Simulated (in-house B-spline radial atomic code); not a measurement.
Configurations of Kr⁴⁺, with energies counted from [Ar] 3d10 4s2 4p2. Computed with a B-spline radial code for spherical atoms: scalar-relativistic (X2C) TPSSh, spin-polarised, spherical fractional occupations, Fermi nucleus of rms radius 4.1884 fm. Shells without spins written out take the highest spin.

Caution: exact exchange at fractional occupations of open shells leaves self-interaction of up to several eV.

Occupations are held fixed; configurations that lie above the ionisation limit could autoionise.

| configuration | E - E(ref) (eV) | highest orbital | its <r> (bohr) |
| --- | --- | --- | --- |
| [Ar] 3d10 4s2 4p1 4d1 | 24.302 | 4d up | 2.058 |
| [Ar] 3d10 4s(0 up, 1 down) 4p(0 up, 2 down) 4d(1 up, 0 down) | 39.856 | 4d up | 2.138 |
| [Ar] 3d10 4s1 4p2 4f1 | 54.51 | 4f up | 3.029 |
| [Ar] 3d10 4s1 4p2 5d1 | 55.715 | 5d up | 4.181 |
| [Ar] 3d(5 up, 4 down) 4s2 4p(2 up, 0 down) 5s(1 up, 0 down) | 119.14 | 5s up | 2.935 |
| [Ne] 3s2 3p5 3d10 4s2 4p3 | 201.73 | 4p up | 1.533 |
| [Ne] 3s2 3p(2 up, 3 down) 3d10 4s2 4p(2 up, 0 down) 4f(0 up, 1 down) | 248.66 | 4f down | 3.171 |

Question: Order these further configurations by energy, lowest first.
A. [Ar] 3d10 4s1 4p2 5s1
B. [Ne] 3s2 3p5 3d10 4s2 4p2 5d1
C. [Ar] 3d10 4s2 4p(1 up, 1 down)
D. [Ne] 3s2 3p5 3d10 4s2 4p2 4d1
E. [Ne] 3s2 3p(2 up, 3 down) 3d10 4s2 4p(2 up, 0 down) 4d(1 up, 0 down)

Answer: C (1.9969 eV), A (42.538 eV), D (228.08 eV), E (228.6 eV), B (248.25 eV).

Question: How far above the reference does [Ar] 3d9 4s2 4p2 5d1 lie?

Answer: 132.5 eV; its least bound orbital is 5d up with <r> = 4.097 bohr.

Question: How far above the reference does [Ar] 3d9 4s2 4p2 5f1 lie?

Answer: 139.58 eV; its least bound orbital is 5f up with <r> = 5.468 bohr.
